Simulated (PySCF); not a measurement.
## 19F shifts, computed and measured

Computed: GIAO PBE0/pcSseg-2, gas phase, PySCF SCF with an in-house response code, geometries PBE0-D3(BJ)/def2-SVP, one conformer, no vibrational averaging, against isolated CFCl3 at the same level. Measured: against CFCl3, in the medium listed. The two scales can differ by a constant.

| compound (atom-mapped SMILES) | atom | computed / ppm | measured / ppm | medium |
| --- | --- | --- | --- | --- |
| [O:1]=[C:2]([F:3])[CH2:4][CH2:5][CH2:6][CH2:7][c:8]1[cH:9][cH:10][cH:11][cH:12][cH:13]1 | F3 | 36.8 | 45.5 | CDCl3 |
| [O:1]=[C:2]([F:3])[c:4]1[cH:5][cH:6][cH:7][c:8]2[cH:9][cH:10][cH:11][cH:12][c:13]12 | F3 | 31.8 | 30.4 | CDCl3 |
| [O:1]=[C:2]([F:3])[c:4]1[cH:5][cH:6][cH:7][cH:8][c:9]1-[c:10]1[cH:11][cH:12][cH:13][cH:14][cH:15]1 | F3 | 22.7 | 35.1 | CDCl3 |
| [O:1]=[C:2]([F:3])[c:4]1[cH:5][cH:6][c:7](-[c:8]2[cH:9][cH:10][cH:11][cH:12][cH:13]2)[cH:14][cH:15]1 | F3 | 12.7 | 18.1 | CDCl3 |
| [F:1][c:2]1[cH:3][cH:4][cH:5][cH:6][c:7]1-[c:8]1[cH:9][cH:10][cH:11][cH:12][cH:13]1 | F1 | -120.3 | -118.6 | not stated |

Problem. Give computed and measured shifts for these two.

| compound (atom-mapped SMILES) | atom |
| --- | --- |
| [O:1]=[C:2]([F:3])[c:4]1[cH:5][cH:6][c:7]2[cH:8][cH:9][cH:10][cH:11][c:12]2[cH:13]1 | F3 |
| [O:1]=[C:2]([F:3])[c:4]1[cH:5][cH:6][c:7]([O:8][c:9]2[cH:10][cH:11][cH:12][cH:13][cH:14]2)[cH:15][cH:16]1 | F3 |

Solution. 
| compound (atom-mapped SMILES) | atom | computed / ppm | measured / ppm | medium |
| --- | --- | --- | --- | --- |
| [O:1]=[C:2]([F:3])[c:4]1[cH:5][cH:6][c:7]2[cH:8][cH:9][cH:10][cH:11][c:12]2[cH:13]1 | F3 | 15.4 | 18.08 | CDCl3 |
| [O:1]=[C:2]([F:3])[c:4]1[cH:5][cH:6][c:7]([O:8][c:9]2[cH:10][cH:11][cH:12][cH:13][cH:14]2)[cH:15][cH:16]1 | F3 | 10.1 | 17 | CDCl3 |

Problem. How well does this level do over the whole set?

Solution. Computed less measured averages -5.2 ppm, and the scatter about that mean is 4.3 ppm (rms) over 7 compounds.

Measured values: Chen Zhu, Serik Zhumagazy, Huifeng Yue, Magnus Rueping, Electrophilic N-Trifluoromethylthiophthalimide as a Fluorinated Reagent in the Synthesis of Acyl Fluorides (Supporting Information), Organic Che; G. Saielli, R. Bini, A. Bagno, Computational 19F NMR. 2. Organic compounds, RSC Adv. 2014, ESI; Marie Gonay, Chloé Batisse, Jean-François Paquin, Synthesis of Acyl Fluorides from Carboxylic Acids Using NaF-Assisted Deoxofluorination with XtalFluor-E, J. Org. Chem. 2020, 85, 10253−10260; Mengjie Cen, Xi Yang, Shanshan Zhang, Liguang Gan, Long Liu, Tieqiao Chen, Facile synthesis of acyl fluorides through deoxyfluorination of carboxylic acids.
